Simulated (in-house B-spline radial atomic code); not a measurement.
## Ionising Hf⁵⁺ with different functionals

Computed with a B-spline radial code for spherical atoms: four-component Dirac-Coulomb Hamiltonian, Fermi nucleus of rms radius 5.347 fm, spin-restricted, spherical fractional occupations for the functionals. The ionisation energy is the difference of two self-consistent energies, [Xe] 4f13 → [Kr] 4d10 4f13 5s2 5p5, without Breit or QED terms; ε is the level of the shell that loses the electron (mean over j). The electron is taken from both j subshells in proportion to 2j + 1, so the result is a j average, not the step between ground levels.

Hybrids are left out here: with spherical fractional occupations of an open shell their exact exchange keeps a self-interaction that integer-occupation calculations don't have.

```json
{"method": "LDA VWN5", "rung": "LDA", "ΔSCF (eV)": "103.13", "-ε(5p) (eV)": "94.58"}
{"method": "relativistic LDA", "rung": "LDA", "ΔSCF (eV)": "102.98", "-ε(5p) (eV)": "94.44"}
{"method": "LDA PW92", "rung": "LDA", "ΔSCF (eV)": "103.12", "-ε(5p) (eV)": "94.57"}
{"method": "LDA exchange-only", "rung": "LDA", "ΔSCF (eV)": "101.31", "-ε(5p) (eV)": "92.78"}
{"method": "PBE", "rung": "GGA", "ΔSCF (eV)": "102.75", "-ε(5p) (eV)": "94.23"}
{"method": "PBEsol", "rung": "GGA", "ΔSCF (eV)": "102.83", "-ε(5p) (eV)": "94.30"}
{"method": "BLYP", "rung": "GGA", "ΔSCF (eV)": "102.59", "-ε(5p) (eV)": "94.06"}
{"method": "RPBE", "rung": "GGA", "ΔSCF (eV)": "102.68", "-ε(5p) (eV)": "94.16"}
{"method": "PW91", "rung": "GGA", "ΔSCF (eV)": "102.87", "-ε(5p) (eV)": "94.34"}
{"method": "BP86", "rung": "GGA", "ΔSCF (eV)": "102.89", "-ε(5p) (eV)": "94.36"}
{"method": "AM05", "rung": "GGA", "ΔSCF (eV)": "102.87", "-ε(5p) (eV)": "94.33"}
{"method": "OLYP", "rung": "GGA", "ΔSCF (eV)": "103.03", "-ε(5p) (eV)": "94.51"}
```

Task: How do they compare with the NIST value?

Result: NIST lists 98 eV ± 5 (tabulated theory, ground level to ground level). Errors run from +3.31 to +5.13 eV; all lie within about twice that uncertainty, so the table can't rank the methods.
